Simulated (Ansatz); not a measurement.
Results of the Gaussian-basis code of Ansatz.

A structure relaxed at PBE0-D4/def2-TZVP, charge 0, multiplicity 1:

Cartesian coordinates in Å:
```
As -1.322 -0.671 0.082
As -0.141 1.423 0.400
As 0.507 -0.075 -1.393
As 0.956 -0.678 0.911
```

Problem. Give its formula and SMILES.

Solution. As4, `[As]12[As]3[As]1[As]23`.

Problem. Point group (tolerance 0.08 Å, 0.16 Å for H)?

Solution. Td.

Problem. Summarise the bond lengths by kind.

Solution. 6 × As–As 2.424 Å.
